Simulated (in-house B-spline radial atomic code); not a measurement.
A fraction x of an electron is removed from 2s in Mg, starting from [Ne] 3s2 and keeping the highest spin. Method: non-relativistic revTPSS, spin-polarised, spherical fractional occupations, point nucleus. Calculated with an all-electron radial atomic-structure program (B-spline basis).

| x | E(x) - E(0) (eV) | 2s down level (eV) |
| --- | --- | --- |
| 0 | 0.0000 | -81.114 |
| 0.09 | 7.3825 | -82.946 |
| 0.17 | 14.0841 | -84.598 |
| 0.29 | 24.3864 | -87.115 |
| 0.39 | 33.2042 | -89.245 |
| 0.5 | 43.1516 | -91.620 |
| 0.51 | 44.0689 | -91.838 |
| 0.72 | ? | ? |
| 0.77 | 68.6890 | -97.573 |
| 0.91 | ? | ? |
| 1 | 91.7260 | - |

Task: What belongs in the row x = 0.72?

Result: An energy change of 63.8382 eV; 2s down at -96.459 eV.

Task: What belongs in the row x = 0.91?

Result: An energy change of 82.5692 eV; 2s down at -100.722 eV.

Task: Check Janak's theorem between x = 0.09 and 0.17.

Result: The slope of the energy is 83.77 eV; the orbital levels give 83.77 eV (-ε of the emptying orbital, averaged over the two points).
